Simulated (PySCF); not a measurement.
**Field gradients at the hydrogen positions**

Species: C3H8Cl3FSi2.
Z-matrix (Å and degrees, GFN2-xTB geometry), rows numbered from 1:
```
F 
C   1  1.3752
Cl  2  1.7995  1  105.45
C   2  1.5091  1  109.12  3   117.71
Si  4  1.9194  2  112.81  1   -66.36
Si  2  1.9338  1  109.32  3  -112.14
C   6  1.9250  2  109.08  1   -80.83
Cl  7  1.7764  6  107.72  2  -178.29
Cl  7  1.7797  6  109.50  2    62.23
H   4  1.0895  2  108.57  1   170.70
H   4  1.0909  2  106.78  1    55.17
H   5  1.4579  4  109.22  2    38.11
H   5  1.4614  4  108.37  2   -83.83
H   5  1.4642  4  106.27  2   157.80
H   6  1.4552  2  108.33  1    36.43
H   6  1.4608  2  107.61  1   163.34
H   7  1.0889  6  116.36  2   -59.09
```

Level: PBE0/pcSseg-1 (PySCF, non-relativistic); Q(2H) = 0.00286 b; rigid geometry, the same for H and D, with no vibrational averaging.

Question: Rank these positions by the coupling χzz of a deuteron there, largest first.
A. H10 (methylene hydrogen)
B. H17 (methine hydrogen)
C. H13 (Si–H hydrogen)

Answer: A (209 kHz), B (202 kHz), C (110 kHz).

Question: Give the electric field gradient Vzz (the principal value of largest size), its asymmetry and the 2H coupling at each hydrogen.

Answer: 
```
atom  bonded to  bond length (Å)  Vzz (au)     η  χzz (kHz)
 H10         C4            1.089    0.3115  0.05        209
 H11         C4            1.091    0.3073  0.04        206
 H12        Si5            1.458    0.1660  0.01        112
 H13        Si5            1.461    0.1641  0.02        110
 H14        Si5            1.464    0.1617  0.01        109
 H15        Si6            1.455    0.1660  0.02        112
 H16        Si6            1.461    0.1616  0.01        109
 H17         C7            1.089    0.3001  0.06        202
```

Question: Average by the element that carries the hydrogen.

Answer: on C: 206 kHz over 3 positions, mean bond length 1.090 Å; on Si: 110 kHz over 5 positions, mean bond length 1.460 Å.

Question: A static deuteron (I = 1) shows a doublet split by (3/2)χ, (3/4)χ(1 + η) and (3/4)χ(1 − η) with the field along z, y and x of the gradient. What are these for H17?

Answer: With |χ| = 201.7 kHz and η = 0.057: 303, 160 and 143 kHz, to first order and without motion.

The structure is a single GFN2-xTB conformer in the gas phase; no vibrational or solvent corrections. GFN2-xTB bond lengths can be off by several hundredths of an ångström, more for odd bonds, and the gradients follow them. A larger basis could move these couplings by a tenth or more.
